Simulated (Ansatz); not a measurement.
One geometry of the cluster Mo₇⁻, several levels of theory.

```yaml
crystal:
  periodic: [false, false, false]
  atoms:
    - {symbol: Mo, position_ang: [0.350553, 1.750931, 0.830171]}
    - {symbol: Mo, position_ang: [0.134521, 0.853798, -1.449219]}
    - {symbol: Mo, position_ang: [0.700777, -1.794862, -0.485587]}
    - {symbol: Mo, position_ang: [-1.415707, -0.951124, -1.080969]}
    - {symbol: Mo, position_ang: [1.981920, 0.147397, 0.016088]}
    - {symbol: Mo, position_ang: [0.022712, -0.672925, 1.566059]}
    - {symbol: Mo, position_ang: [-1.774777, 0.666784, 0.603458]}
basis:
  gaussian: {orbitals: def2-TZVPD, initial_orbitals: start.molden}
total_charge: -1
magnetization: {spin_polarized: true, initial_magnetization: 1}
hamiltonian: {xc: pbe, dispersion: d4}
scf: {omitted_lower_state_checks: [starts]}
output: {orbitals: {seedname: orbitals}}
```

The file start.molden holds the orbitals of an earlier run on this structure, at another level or in another basis.

```sh
$ ansatz run in.yaml --threads 4 --pin off --events-out ev --progress --plain --max-ram 4787MiB
```

It prints (some lines left out):

```
Functional definition: PBE
2156 factors; their error is unknown
mean field evaluation 1: about -13001.0706 eV, gradient 6.2e0 eV
mean field evaluation 2: about -13001.4566 eV, gradient 8.3e-1 eV
mean field evaluation 4: about -13001.5393 eV, gradient 1.2e-1 eV
mean field evaluation 8: about -13001.5161 eV, gradient 8.3e-3 eV
mean field evaluation 16: about -13001.5161 eV, gradient 1.4e-4 eV
mean field -13001.51608297 eV, -477.7969033049 hartree, gradient 2.1e-6 eV, S^2 1.169010; 0 other end points of the search recorded, 0 dependent functions left out
reference -13001.51611783 eV, -477.7969045862 hartree; 50, 49 occupied and 230, 231 virtual orbitals, 2156 factors
Total energy: -13002.27323563 eV, -477.8247281520 hartree
Checks for a lower state left out: starts
```

It took 96 s on 4 threads of Arm Neoverse V1 on a shared host, peak host memory 1.6 GiB.

As the first input, with `gaussian: {orbitals: def2-SVPD, initial_orbitals: start.molden}`, `hamiltonian: {xc: {text: "exchange = 0.85*pbe_x + 0.15*exact_x\ncorrelation = pbe_c"}}` (abridged; 3 min):

```
Functional definition: unnamed
mean field evaluation 16: about -12989.4421 eV, gradient 5.3e-6 eV
mean field -12989.44211763 eV, -477.3531932626 hartree, gradient 5.3e-6 eV, S^2 1.514322
Total energy: -12989.44214655 eV, -477.3531943255 hartree
Checks for a lower state left out: starts
```

Geometry: PBE-D4/def2-SVPD.

In the def2 sets Mo takes a core potential; there is no spin–orbit coupling. At PBE-D4/def2-TZVPD, PBE with 15 % exact exchange/def2-SVPD the charge -1 doublet is spin-contaminated (final ⟨S²⟩ up to 1.51, 0.75 for a pure state). At PBE-D4/def2-TZVPD the highest occupied level of the charge -1 doublet lies above zero (up to 0.27 eV). It is a level of β spin, whose loss leaves a triplet; that state wasn't run at this geometry and level. The electron is either unbound and held by the finite basis, or the level is raised by self-interaction error. The geometry of the doublet was relaxed on an unsound state (⟨S²⟩ 1.15, where a pure state has 0.75). At PBE0-D4/def2-TZVPD a quartet of charge -1 lies 0.07 eV below the doublet, each at its own geometry. That quartet is doubtful there (⟨S²⟩ 4.25, where a pure state has 3.75). The structure comes from a short search, and lower isomers may exist.
